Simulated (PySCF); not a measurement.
A species of formula C5H11NOSi3 has this rotational fingerprint, computed with PBE0/pcSseg-1 in PySCF (dipole) on a GFN2-xTB geometry, gas phase:

- Rotational constants: A = 986.2, B = 688.3, C = 505.5 MHz
- Dipole components: |μa| = 1.03 D, |μb| = 3.33 D, |μc| = 0.15 D
- Inertial defect: -246.89 u·Å²
- κ: -0.24

Problem. Which candidate fits, each taken in the one conformer that was computed?
A. `[CH:1]#[C:2][SiH2:3][O:4][Si@@H:5]([CH2:6][C:7]#[N:8])[SiH2:9][CH3:10]` with C2–Si3–O4–Si5 -42°, Si3–O4–Si5–C6 175°, O4–Si5–C6–C7 177°, O4–Si5–Si9–C10 170°
B. `[CH2:1]=[C:2]([CH3:3])[O:4][Si@@H:5]1[SiH2:6][CH2:7][Si@@H:8]1[C:9]#[N:10]` with C1–C2–O4–Si5 -176°, C2–O4–Si5–Si6 46°
C. `[CH2:1]=[C:2]([CH3:3])[O:4][Si@@H:5]1[SiH2:6][CH2:7][Si@H:8]1[C:9]#[N:10]` with C1–C2–O4–Si5 9°, C2–O4–Si5–Si6 -78°

Solution. B. It is C=C(C)O[Si@@H]1[SiH2]C[Si@@H]1C#N, an asymmetric top, point group C1. The candidates at the same level (rigid rotor, commonest isotopes):

| SMILES | A (MHz) | B (MHz) | C (MHz) | μa (D) | μb (D) | μc (D) | Δ (u·Å²) | point group | rotor |
| --- | --- | --- | --- | --- | --- | --- | --- | --- | --- |
| C=C(C)O[Si@@H]1[SiH2]C[Si@@H]1C#N | 986.2 | 688.3 | 505.5 | 1.03 | 3.33 | 0.15 | -246.89 | C1 | asymmetric top |
| C#C[SiH2]O[Si@@H](CC#N)[SiH2]C | 1233 | 426.2 | 368.1 | 3.74 | 0.53 | 0.59 | -222.82 | C1 | asymmetric top |
| C=C(C)O[Si@@H]1[SiH2]C[Si@H]1C#N | 1356 | 478.9 | 402.4 | 3.82 | 1.61 | 1.83 | -171.99 | C1 | asymmetric top |

`C#C[SiH2]O[Si@@H](CC#N)[SiH2]C` has B 38 % too low; `C=C(C)O[Si@@H]1[SiH2]C[Si@H]1C#N` has A 37 % too high. No structure here is proved a minimum.
